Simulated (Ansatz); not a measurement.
Frontier orbitals of BrH₃OSiZn (`[ZnH][O][SiH2]Br`).

Total charge 0; spin multiplicity 1. For Zn the d shell is correlated and the shells below it are frozen. Correlated methods include outer-core shells of Br, which these sets cover unevenly. Scalar relativity is left out up to krypton. The structure was optimised at the PBE0-D4/def2-TZVP level. It is one conformer, not always the lowest. Basis def2-TZVPP, the Gaussian-basis code of Ansatz.

Orbital energies of one run (eV). Highest occupied ones, from the top: -6.85, -7.01, -7.33, -7.74, -8.43, -9.26, -9.32, -9.82, -12.02, -12.15, -12.15, -12.20, -12.35, -13.56. Empty: -1.34, -1.17, -1.06, -0.37, 0.42, 0.82.

(1) Which functional gave them?
A. B97M-V
B. PBE0
C. BLYP
D. ωB97X-V

Answers

(1) C. HOMO energies: BLYP -6.85, B97M-V -7.41, PBE0 -8.28, ωB97X-V -10.66 eV.
